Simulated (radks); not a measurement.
Results of a calculation; reference values are marked as such.
Problem. The caesium ion Cs+, [Xe]. Level of theory: non-relativistic Kohn-Sham, r2SCAN, spin-polarised, spherical densities, point nucleus; meta-GGA in the generalised Kohn-Sham scheme (a radial shooting solver on a logarithmic mesh with Libxc functionals). Every spin shell is full or empty, so the densities are truly spherical. Functionals are evaluated on that one density, not self-consistently. Rank these exchange functionals by their error against the exact value of the orbitals, and give that value: LDA, B88, PBE, revPBE, PW86, AM05, B86b, G96, TPSS, SCAN, r2SCAN, TASK.

Solution. Exact: -183.986 hartree. From best to worst, with 100 (|E| - |E exact|)/|E exact| (equal figures are ties): B88 -0.01, B86b -0.04, SCAN +0.13, r2SCAN -0.14, PW86 -0.26, revPBE -0.32, G96 +0.33, TPSS -0.35, PBE -0.45, TASK -2.21, AM05 -4.41, LDA -4.71.
